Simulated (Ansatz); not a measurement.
Species: sum formula SnCl$_{2}$F$_{2}$, net charge 0, singlet state. 
Coordinates optimised at B3LYP-D3(BJ)/def2-TZVP (Ansatz, a first-principles code):
```
Sn
F 1 1.9010
F 1 1.9010 2 105.40
Cl 1 2.2916 2 109.25 3 -117.29
Cl 1 2.2916 2 109.25 3 117.29
```
Charge 0, spin multiplicity 1.

Parts of the frozen-core correlation energy in STO-3G (Ansatz, hartree). Frozen orbitals: 35; correlated occupied orbitals by spin: 16 and 16; virtual: 4 and 4. No spin-orbit coupling. Past Kr the def2 sets carry scalar-relativistic core potentials. STO-3G rows are all-electron and non-relativistic.

```csv
term,value
reference (HF),-7068.69924
MP2 opposite-spin,-0.05623
MP2 same-spin,___
CCSD correlation,___
(T),___
T1 diagnostic,0.012
largest doubles amplitude,0.038
```

**Question.** Complete the blanks.

**Answer.** 
- MP2 same-spin, value: -0.01092
- CCSD correlation, value: -0.08343
- (T), value: -0.00564
